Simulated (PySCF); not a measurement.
Species: C7H6N2SSe.
Z-matrix (Å and degrees, PBE0-D3(BJ)/def2-SVP geometry), rows numbered from 1:
```
C 
S   1  1.8004
C   2  1.7514  1  108.26
C   3  1.3998  2  114.74  1   179.44
C   4  1.3958  3  121.62  2   179.92
C   5  1.3906  4  121.91  3     0.01
C   6  1.3950  5  117.66  4    -0.01
Se  7  1.8505  6  129.90  5  -179.98
N   8  1.9366  7   86.05  6   179.98
N   9  1.2348  8  110.96  7     0.00
C  10  1.3769  9  119.51  8    -0.00
H   1  1.0996  2  103.67  3  -179.73
H   1  1.0964  2  112.01  3   -61.46
H   1  1.0963  2  112.03  3    61.96
H   4  1.0926  3  118.80  2    -0.10
H   5  1.0926  4  118.75  3   179.99
H   6  1.0905  5  120.92  4   179.99
```

Level of theory: PySCF 2.14.0, PBE0-D3(BJ)/def2-SVP geometry optimisation, gas phase.

Take the most abundant isotopes and a rigid rotor. The values belong to one conformer with, in the numbering `[CH3:1][S:2][c:3]1[cH:4][cH:5][cH:6][c:7]2[se:8][n:9][n:10][c:11]12`, C1–S2–C3–C4 179°.

Question: Give the principal moments of inertia and the rotational constants in cm⁻¹.

Answer: Ia = 381.51, Ib = 994.57, Ic = 1372.85 u·Å²; 505379 MHz·u·Å²/I gives 1325, 508.1 and 368.1 MHz, that is A = 0.04419, B = 0.01695, C = 0.01228 cm⁻¹.

Question: What kind of rotor is it?

Answer: An asymmetric top: κ = (2 × 508.1 − 1325 − 368.1)/(1325 − 368.1) = -0.71.

Question: Is it planar, by Δ = Ic − Ia − Ib?

Answer: Not planar: Δ = Ic − Ia − Ib = -3.23 u·Å². For a rigid frame Δ = −2 Σ m c², so Σ m c² = 1.62 u·Å² lies off the ab plane, practically all of it from hydrogen. The atom farthest from that plane is 0.91 Å away.

Question: Give the other two planar moments, Paa and Pbb, and the rms extents of the mass along the axes.

Answer: Paa = Σ m a² = (Ib + Ic − Ia)/2 = 992.96 and Pbb = Σ m b² = (Ia + Ic − Ib)/2 = 379.89 u·Å². With the mass M = 229.94 u, the rms extents √(P/M) along a, b and c are 2.08, 1.29, 0.08 Å.

Question: Give the coordinates in the principal-axis frame, origin at the centre of mass.

Answer: The sense of each axis is arbitrary; atoms in the order of the calculation.
| atom | mass (u) | a (Å) | b (Å) | c (Å) |
| --- | --- | --- | --- | --- |
| C1 | 12.000 | -2.954 | -2.074 | -0.010 |
| S2 | 31.972 | -3.269 | -0.301 | 0.005 |
| C3 | 12.000 | -1.728 | 0.530 | 0.001 |
| C4 | 12.000 | -1.816 | 1.927 | -0.001 |
| C5 | 12.000 | -0.675 | 2.732 | -0.002 |
| C6 | 12.000 | 0.606 | 2.192 | -0.002 |
| C7 | 12.000 | 0.723 | 0.802 | -0.001 |
| Se8 | 79.917 | 2.237 | -0.262 | 0.000 |
| N9 | 14.003 | 1.016 | -1.766 | 0.003 |
| N10 | 14.003 | -0.157 | -1.383 | 0.003 |
| C11 | 12.000 | -0.430 | -0.033 | 0.001 |
| H12 | 1.008 | -3.960 | -2.517 | -0.012 |
| H13 | 1.008 | -2.409 | -2.386 | -0.909 |
| H14 | 1.008 | -2.406 | -2.401 | 0.881 |
| H15 | 1.008 | -2.804 | 2.393 | -0.001 |
| H16 | 1.008 | -0.798 | 3.818 | -0.003 |
| H17 | 1.008 | 1.486 | 2.836 | -0.004 |

Question: Where do the levels up to J = 2 lie, in K?

Answer: Above 0(0,0), as E/k:
J = 1: 1(0,1) 0.042, 1(1,1) 0.081, 1(1,0) 0.088
J = 2: 2(0,2) 0.125, 2(1,2) 0.159, 2(1,1) 0.179, 2(2,1) 0.296, 2(2,0) 0.297

Question: Which lines would a microwave search look for?

Answer: The dipole components are |μa| = 0.42 D, |μb| = 1.79 D, |μc| = 0.00 D; the mirror of this Cs structure is the ab plane, so μc vanishes by symmetry (the 0.02 D computed is a residue) and there are no c-type lines. Intensities carry the squares of the components, which stand as 0.05 : 1.00 (a : b). Some lines, for components of 0.1 D or more:

```json
{"type": "b", "branch": "R", "J(Ka,Kc)": "3(1,2) ← 2(2,1)", "MHz": "378", "lower level (cm⁻¹)": "0.206"}
{"type": "a", "branch": "Q", "J(Ka,Kc)": "2(1,1) ← 2(1,2)", "MHz": "420", "lower level (cm⁻¹)": "0.110"}
{"type": "a", "branch": "Q", "J(Ka,Kc)": "3(1,2) ← 3(1,3)", "MHz": "839", "lower level (cm⁻¹)": "0.191"}
{"type": "b", "branch": "R", "J(Ka,Kc)": "2(0,2) ← 1(1,1)", "MHz": "919", "lower level (cm⁻¹)": "0.056"}
{"type": "b", "branch": "Q", "J(Ka,Kc)": "2(1,1) ← 2(0,2)", "MHz": "1113", "lower level (cm⁻¹)": "0.087"}
{"type": "a", "branch": "Q", "J(Ka,Kc)": "4(1,3) ← 4(1,4)", "MHz": "1392", "lower level (cm⁻¹)": "0.297"}
{"type": "b", "branch": "R", "J(Ka,Kc)": "1(1,1) ← 0(0,0)", "MHz": "1693", "lower level (cm⁻¹)": "0.000"}
{"type": "b", "branch": "Q", "J(Ka,Kc)": "4(1,3) ← 4(0,4)", "MHz": "1773", "lower level (cm⁻¹)": "0.284"}
{"type": "b", "branch": "R", "J(Ka,Kc)": "3(0,3) ← 2(1,2)", "MHz": "1871", "lower level (cm⁻¹)": "0.110"}
{"type": "b", "branch": "Q", "J(Ka,Kc)": "3(2,1) ← 3(1,2)", "MHz": "2332", "lower level (cm⁻¹)": "0.219"}
{"type": "a", "branch": "R", "J(Ka,Kc)": "3(1,3) ← 2(1,2)", "MHz": "2409", "lower level (cm⁻¹)": "0.110"}
{"type": "b", "branch": "Q", "J(Ka,Kc)": "2(2,0) ← 2(1,1)", "MHz": "2466", "lower level (cm⁻¹)": "0.124"}
{"type": "a", "branch": "R", "J(Ka,Kc)": "3(0,3) ← 2(0,2)", "MHz": "2564", "lower level (cm⁻¹)": "0.087"}
{"type": "a", "branch": "R", "J(Ka,Kc)": "3(2,2) ← 2(2,1)", "MHz": "2629", "lower level (cm⁻¹)": "0.206"}
{"type": "b", "branch": "R", "J(Ka,Kc)": "3(1,3) ← 2(0,2)", "MHz": "3102", "lower level (cm⁻¹)": "0.087"}
{"type": "a", "branch": "R", "J(Ka,Kc)": "4(1,4) ← 3(1,3)", "MHz": "3195", "lower level (cm⁻¹)": "0.191"}
{"type": "a", "branch": "R", "J(Ka,Kc)": "4(0,4) ← 3(0,3)", "MHz": "3352", "lower level (cm⁻¹)": "0.173"}
{"type": "a", "branch": "R", "J(Ka,Kc)": "4(2,2) ← 3(2,1)", "MHz": "3645", "lower level (cm⁻¹)": "0.296"}
{"type": "b", "branch": "R", "J(Ka,Kc)": "2(2,1) ← 1(1,0)", "MHz": "4342", "lower level (cm⁻¹)": "0.061"}
{"type": "b", "branch": "R", "J(Ka,Kc)": "2(2,0) ← 1(1,1)", "MHz": "4499", "lower level (cm⁻¹)": "0.056"}
{"type": "b", "branch": "R", "J(Ka,Kc)": "4(2,3) ← 3(1,2)", "MHz": "5743", "lower level (cm⁻¹)": "0.219"}
{"type": "b", "branch": "Q", "J(Ka,Kc)": "4(4,1) ← 4(3,2)", "MHz": "6179", "lower level (cm⁻¹)": "0.560"}
{"type": "b", "branch": "R", "J(Ka,Kc)": "3(3,0) ← 2(2,1)", "MHz": "7073", "lower level (cm⁻¹)": "0.206"}
{"type": "b", "branch": "R", "J(Ka,Kc)": "4(3,2) ← 3(2,1)", "MHz": "7896", "lower level (cm⁻¹)": "0.296"}
{"type": "b", "branch": "R", "J(Ka,Kc)": "4(3,1) ← 3(2,2)", "MHz": "7986", "lower level (cm⁻¹)": "0.294"}
```

Whether it is a minimum is left open (no frequencies). Constants of a rigid frame at the computed geometry: no zero-point averaging, no centrifugal distortion. A rigid rotor knows nothing of internal rotation, which can split or shift real lines. Quadrupole hyperfine structure (14N) is left out.

Time: 2.1 min wall; peak memory 1.1 GiB. Hardware: AMD EPYC 9R14, one thread, no GPU, shared host. These figures are those of the optimisation.
